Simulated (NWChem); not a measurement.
System: C2H4BClO2; SMILES C=C(Cl)B(O)O

Here is an NWChem input.

```
start job
memory heap 200 mb stack 900 mb global 1100 mb
geometry units angstroms noautosym nocenter noautoz
  C      1.866940     0.482109    -0.001830
  C      0.543277     0.320652    -0.000542
  Cl    -0.508320     1.765271     0.000198
  B     -0.208449    -1.063834    -0.000025
  O      0.561067    -2.190658     0.001976
  O     -1.567779    -1.170674    -0.001668
  H      2.353012     1.453143    -0.002433
  H      2.496763    -0.403101    -0.002258
  H      0.005978    -2.985552     0.001819
  H     -2.000150    -0.302395    -0.002836
end
basis spherical
  * library 6-31g*
end
dft
  xc hfexch
  iterations 150
end
property
  shielding
end
task dft property
```

Parts of the log:

```
             Northwest Computational Chemistry Package (NWChem) 7.3.0
             --------------------------------------------------------

                             Geometry "geometry" -> ""
                             -------------------------

 Output coordinates in angstroms (scale by  1.889725989 to convert to a.u.)

  No.       Tag          Charge          X              Y              Z
 ---- ---------------- ---------- -------------- -------------- --------------
    1 C                    6.0000     1.86694000     0.48210900    -0.00183000
    2 C                    6.0000     0.54327700     0.32065200    -0.00054200
    3 Cl                  17.0000    -0.50832000     1.76527100     0.00019800
    4 B                    5.0000    -0.20844900    -1.06383400    -0.00002500
    5 O                    8.0000     0.56106700    -2.19065800     0.00197600
    6 O                    8.0000    -1.56777900    -1.17067400    -0.00166800
    7 H                    1.0000     2.35301200     1.45314300    -0.00243300
    8 H                    1.0000     2.49676300    -0.40310100    -0.00225800
    9 H                    1.0000     0.00597800    -2.98555200     0.00181900
   10 H                    1.0000    -2.00015000    -0.30239500    -0.00283600

 Effective nuclear repulsion energy (a.u.)     262.9833534446

  xc_inp: hfexch multiplicative factor not found.
                              NWChem Property Module
                              ----------------------

  itol2e modified to match energy
  convergence criterion.

                                 NWChem DFT Module
                                 -----------------

 Summary of "ao basis" -> "ao basis" (spherical)
 ------------------------------------------------------------------------------
       Tag                 Description            Shells   Functions and Types
 ---------------- ------------------------------  ------  ---------------------
 C                           6-31g*                  6       14   3s2p1d
 Cl                          6-31g*                  8       18   4s3p1d
 B                           6-31g*                  6       14   3s2p1d
 O                           6-31g*                  6       14   3s2p1d
 H                           6-31g*                  2        2   2s

  itol2e modified to match energy
  convergence criterion.

            General Information
            -------------------
          SCF calculation type: DFT
          Wavefunction type:  closed shell.
          No. of atoms     :    10
          No. of electrons :    54
           Alpha electrons :    27
            Beta electrons :    27
          Charge           :     0
          Spin multiplicity:     1
          Use of symmetry is: off; symmetry adaption is: off
          Maximum number of iterations: 150
          AO basis - number of functions:    96
                     number of shells:    46
          Convergence on energy requested:  1.00D-07
          Convergence on density requested:  1.00D-05
          Convergence on gradient requested:  5.00D-04

              XC Information
              --------------
                     Hartree-Fock (Exact) Exchange  1.000

      Superposition of Atomic Density Guess
      -------------------------------------

 Sum of atomic energies:        -710.79881413

      Non-variational initial energy
      ------------------------------

 Total energy =    -713.349829
 1-e energy   =   -1499.661339
 2-e energy   =     523.328156
 HOMO         =      -0.293520
 LUMO         =      -0.007432

   convergence    iter        energy       DeltaE   RMS-Dens  Diis-err
 ---------------- ----- ----------------- --------- --------- ---------
 d= 0,ls=0.0,diis     1   -711.9395648882 -9.75D+02  7.91D-03  8.24D-01
 d= 0,ls=0.0,diis     2   -712.0223275625 -8.28D-02  2.96D-03  2.39D-01
 d= 0,ls=0.0,diis     3   -712.0460593038 -2.37D-02  1.14D-03  8.42D-03
 d= 0,ls=0.0,diis     4   -712.0476437780 -1.58D-03  2.55D-04  4.53D-04
 d= 0,ls=0.0,diis     5   -712.0477220511 -7.83D-05  9.87D-05  4.18D-05
  Resetting Diis
 d= 0,ls=0.0,diis     6   -712.0477346481 -1.26D-05  5.32D-05  1.05D-05
 d= 0,ls=0.0,diis     7   -712.0477374600 -2.81D-06  1.09D-05  6.36D-07
 d= 0,ls=0.0,diis     8   -712.0477376577 -1.98D-07  7.08D-06  1.21D-07
 d= 0,ls=0.0,diis     9   -712.0477377214 -6.36D-08  3.94D-06  5.69D-08

         Total DFT energy =     -712.047737721352
      One electron energy =    -1503.419830506169
           Coulomb energy =      588.222286263762
    Exchange-Corr. energy =      -59.833546923563
 Nuclear repulsion energy =      262.983353444617

 Numeric. integr. density =        0.000000000000

                       DFT Final Molecular Orbital Analysis
                       ------------------------------------

 Vector   25  Occ=2.000000D+00  E=-4.975630D-01
              MO Center=  2.8D-01,  4.5D-01, -8.0D-04, r^2= 3.9D+00
   Bfn.  Coefficient  Atom+Function         Bfn.  Coefficient  Atom+Function
  ----- ------------  ---------------      ----- ------------  ---------------
    35      0.382075   3 Cl px               18      0.279275   2 C  py
    22      0.224620   2 C  py                4     -0.215366   1 C  py
    36     -0.190145   3 Cl py               78      0.178566   6 O  py
    50     -0.171064   4 B  py               39      0.160209   3 Cl px
     8     -0.153284   1 C  py               31     -0.148735   3 Cl px

 Vector   26  Occ=2.000000D+00  E=-4.521275D-01
              MO Center= -3.5D-01,  1.5D+00,  7.5D-05, r^2= 2.0D+00
   Bfn.  Coefficient  Atom+Function         Bfn.  Coefficient  Atom+Function
  ----- ------------  ---------------      ----- ------------  ---------------
    35      0.493732   3 Cl px               36      0.457371   3 Cl py
    39      0.293865   3 Cl px               40      0.264755   3 Cl py
    31     -0.190271   3 Cl px               32     -0.176551   3 Cl py
    18     -0.142367   2 C  py               50      0.128115   4 B  py
    17     -0.117360   2 C  px                6     -0.112894   1 C  s

 Vector   27  Occ=2.000000D+00  E=-3.740323D-01
              MO Center=  7.3D-01,  7.3D-01, -7.7D-04, r^2= 2.6D+00
   Bfn.  Coefficient  Atom+Function         Bfn.  Coefficient  Atom+Function
  ----- ------------  ---------------      ----- ------------  ---------------
    37      0.405327   3 Cl pz                5     -0.331140   1 C  pz
    19     -0.326821   2 C  pz                9     -0.271937   1 C  pz
    41      0.270041   3 Cl pz               23     -0.266285   2 C  pz
    33     -0.154422   3 Cl pz               65      0.084151   5 O  pz
    69      0.072509   5 O  pz               79      0.045918   6 O  pz

[...]

          -----------------------------------------
          Chemical Shielding Tensors (GIAO, in ppm)
          -----------------------------------------

                                NWChem CPHF Module
                                ------------------

  scftype          =     RHF
  nclosed          =       27
  nopen            =        0
  variables        =     1863
  # of vectors     =        3
  tolerance        = 0.10D-03
  level shift      = 0.00D+00
  max iterations   =       50
  max subspace     =       30

 SCF residual:    4.2166758231015730E-005

Iterative solution of linear equations
  No. of variables     1863
  No. of equations        3
  Maximum subspace       30
        Iterations       50
       Convergence  1.0D-04

   iter   nsub   residual    time
   ----  ------  --------  ---------
     1      3    1.17D+00      26.2
     2      6    1.52D-01      28.3
     3      9    2.78D-02      30.4
     4     12    7.54D-03      32.5
     5     15    1.20D-03      34.6
     6     18    2.80D-04      36.7
     7     21    3.93D-05      38.8

      Atom:    1  C
        Diamagnetic
    271.4787      1.3890     -0.0211
      1.3890    259.1052     -0.0037
     -0.0211     -0.0037    245.0616

        Paramagnetic
   -189.7556     21.1708      0.1122
     21.1708   -319.5413      0.0018
      0.1122      0.0018    -73.6801

        Total Shielding Tensor
     81.7231     22.5598      0.0910
     22.5598    -60.4361     -0.0018
      0.0910     -0.0018    171.3815

           isotropic =      64.2228
          anisotropy =     160.7382

          Principal Components and Axis System
                 1           2           3
              171.3816     85.2172    -63.9303

      1         0.0010      0.9882     -0.1531
      2         0.0001      0.1531      0.9882
      3         1.0000     -0.0010      0.0001

      Atom:    2  C
        Diamagnetic
    267.3118     -2.9505     -0.0171
     -2.9505    268.3782      0.0013
     -0.0171      0.0013    239.7567

        Paramagnetic
   -176.9664     40.6869      0.0859
     40.6869   -302.6086     -0.0257
      0.0859     -0.0257   -102.4633

        Total Shielding Tensor
     90.3454     37.7363      0.0688
     37.7363    -34.2304     -0.0244
      0.0688     -0.0244    137.2934

           isotropic =      64.4695
          anisotropy =     109.2360

          Principal Components and Axis System
                 1           2           3
              137.2935    100.8847    -44.7698

      1         0.0016      0.9631     -0.2690
      2         0.0002      0.2690      0.9631
      3         1.0000     -0.0016      0.0002

      Atom:    3  Cl
        Diamagnetic
   1146.2736     -6.7090     -0.0034
     -6.7090   1151.4431      0.0057
     -0.0034      0.0057   1140.1156

        Paramagnetic
   -328.6022   -162.4382      0.0257
   -162.4382   -192.5992      0.1415
      0.0257      0.1415   -322.4011

        Total Shielding Tensor
    817.6715   -169.1472      0.0223
   -169.1472    958.8439      0.1472
      0.0223      0.1472    817.7145

           isotropic =     864.7433
          anisotropy =     310.1983

          Principal Components and Axis System
                 1           2           3
             1071.5422    817.7145    704.9731

      1        -0.5545      0.0010      0.8322
      2         0.8322      0.0001      0.5545
      3         0.0004      1.0000     -0.0009

      Atom:    4  B
        Diamagnetic
    202.1307      1.2397      0.0292
      1.2397    202.7637     -0.0205
      0.0292     -0.0205    174.7048

        Paramagnetic
   -104.2517     -4.3167     -0.0588
     -4.3167   -111.5666      0.0425
     -0.0588      0.0425    -63.8491

        Total Shielding Tensor
     97.8790     -3.0770     -0.0297
     -3.0770     91.1971      0.0220
     -0.0297      0.0220    110.8556

           isotropic =      99.9772
          anisotropy =      16.3177

          Principal Components and Axis System
                 1           2           3
              110.8557     99.0800     89.9960

      1        -0.0027      0.9315      0.3636
      2         0.0015     -0.3636      0.9315
      3         1.0000      0.0030     -0.0005

      Atom:    5  O
        Diamagnetic
    389.4656     -4.7808      0.0203
     -4.7808    411.1147     -0.0375
      0.0203     -0.0375    377.2022

        Paramagnetic
   -193.7337    -37.0228     -0.1291
    -37.0228   -130.4622      0.0495
     -0.1291      0.0495    -63.5226

        Total Shielding Tensor
    195.7318    -41.8036     -0.1088
    -41.8036    280.6526      0.0119
     -0.1088      0.0119    313.6796

           isotropic =     263.3546
          anisotropy =      75.4877

          Principal Components and Axis System
                 1           2           3
              313.6798    297.7775    178.6067

      1        -0.0019     -0.3791      0.9254
      2         0.0028      0.9254      0.3791
      3         1.0000     -0.0033      0.0007

      Atom:    6  O
        Diamagnetic
    408.8207     -4.5205      0.0454
     -4.5205    392.8039     -0.0151
      0.0454     -0.0151    378.2319

        Paramagnetic
   -134.8339     29.0494     -0.0706
     29.0494   -224.4905      0.1890
     -0.0706      0.1890    -65.8597

        Total Shielding Tensor
    273.9868     24.5290     -0.0252
     24.5290    168.3135      0.1739
     -0.0252      0.1739    312.3721

           isotropic =     251.5575
          anisotropy =      91.2223

          Principal Components and Axis System
                 1           2           3
              312.3724    279.4029    162.8972

      1         0.0001      0.9765     -0.2156
      2         0.0012      0.2156      0.9765
      3         1.0000     -0.0004     -0.0012

      Atom:    7  H
        Diamagnetic
     32.3464      7.3627     -0.0104
      7.3627     36.1250     -0.0090
     -0.0104     -0.0090     21.9171

        Paramagnetic
     -0.7301     -6.3090      0.0041
     -6.3090    -13.7841      0.0078
      0.0041      0.0078      2.9427

        Total Shielding Tensor
     31.6163      1.0537     -0.0063
      1.0537     22.3410     -0.0012
     -0.0063     -0.0012     24.8598

           isotropic =      26.2724
          anisotropy =       8.1932

          Principal Components and Axis System
                 1           2           3
               31.7345     24.8598     22.2228

      1         0.9938      0.0010     -0.1115
      2         0.1115     -0.0001      0.9938
      3        -0.0009      1.0000      0.0002

      Atom:    8  H
        Diamagnetic
     34.9553     -7.2722     -0.0115
     -7.2722     34.4807      0.0030
     -0.0115      0.0030     21.6856

        Paramagnetic
     -4.5697      8.4146      0.0056
      8.4146    -11.5619     -0.0068
      0.0056     -0.0068      2.5189

        Total Shielding Tensor
     30.3857      1.1424     -0.0059
      1.1424     22.9188     -0.0039
     -0.0059     -0.0039     24.2045

           isotropic =      25.8363
          anisotropy =       7.0803

          Principal Components and Axis System
                 1           2           3
               30.5565     24.2045     22.7479

      1         0.9890      0.0013     -0.1479
      2         0.1479     -0.0019      0.9890
      3        -0.0010      1.0000      0.0020

      Atom:    9  H
        Diamagnetic
     25.2832      9.2691      0.0054
      9.2691     41.6827     -0.0079
      0.0054     -0.0079     15.8552

        Paramagnetic
      1.5811     -4.8965     -0.0019
     -4.8965     -4.0329      0.0025
     -0.0019      0.0025      5.9725

        Total Shielding Tensor
     26.8643      4.3725      0.0036
      4.3725     37.6498     -0.0054
      0.0036     -0.0054     21.8276

           isotropic =      28.7806
          anisotropy =      15.6288

          Principal Components and Axis System
                 1           2           3
               39.1998     25.3144     21.8276

      1         0.3341      0.9425     -0.0013
      2         0.9425     -0.3341      0.0007
      3        -0.0002      0.0015      1.0000

      Atom:   10  H
        Diamagnetic
     28.3887     -8.1630      0.0272
     -8.1630     38.0866     -0.0236
      0.0272     -0.0236     13.3697

        Paramagnetic
      1.3092      4.3773     -0.0108
      4.3773     -3.3879      0.0131
     -0.0108      0.0131      5.7792

        Total Shielding Tensor
     29.6979     -3.7856      0.0164
     -3.7856     34.6987     -0.0104
      0.0164     -0.0104     19.1489

           isotropic =      27.8485
          anisotropy =      13.3300

          Principal Components and Axis System
                 1           2           3
               36.7352     27.6615     19.1489

      1        -0.4737      0.8807     -0.0014
      2         0.8807      0.4737      0.0003
      3        -0.0010      0.0011      1.0000
```

Level: Hartree-Fock/6-31G* (spherical d), GIAO. Coordinates come from a B3LYP/6-31G* (spherical d) optimisation. The printed shielding anisotropy is the first printed principal value minus the mean of the other two.
